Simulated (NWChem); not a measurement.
System: C2H3NO2Si; SMILES O=C1C=N[SiH2]O1

```xyz
9

O     -0.2147     2.2922     0.0000
C     -0.0729     1.1081     0.0000
C      1.2644     0.3701     0.0000
N      1.2673    -0.9007     0.0000
Si    -0.4418    -1.3810     0.0000
O     -1.0788     0.2068     0.0000
H      2.1805     0.9830     0.0000
H     -0.8334    -2.1034     1.2330
H     -0.8334    -2.1034    -1.2330
```
Atoms are numbered in this order, from 1.

Computed with NWChem. Medium grid unless said otherwise, to which SCAN and Minnesota functionals are sensitive. Geometry: optimised at PBE0/def2-SVP. Hybrids' shares of exact exchange are those that their runs print; pure functionals count as 0. The functionals differ in more than this share.

```
row                    share of exact exchange  orbital gap (eV)
---------------------  -----------------------  ----------------
PBE/def2-SVP                              0.00              2.85
r2SCAN/def2-SVP                           0.00              3.28
B3LYP/def2-SVP                            0.20              4.98
PW6B95/def2-SVP                           0.28              5.69
Hartree-Fock/def2-SVP                     1.00          withheld
```

### Question
Fit a straight line of the last column on the one before it, predict the withheld value, and compare with the run.

### Answer

1. Means of the 4 shown rows: x = 0.120, y = 4.200. Slope Σ(x − x̄)(y − ȳ)/Σ(x − x̄)² = 0.5732/0.06080 = 9.428; intercept 3.069.
2. The shown rows scatter about the line by 0.153 (root mean square); the largest residual is -0.22, at PBE/def2-SVP.
3. At x = 1.00 (Hartree-Fock/def2-SVP; beyond the shown range) the line gives 12.50.
4. The run gives 13.48, +0.98 from the line, 6.4 times the scatter.
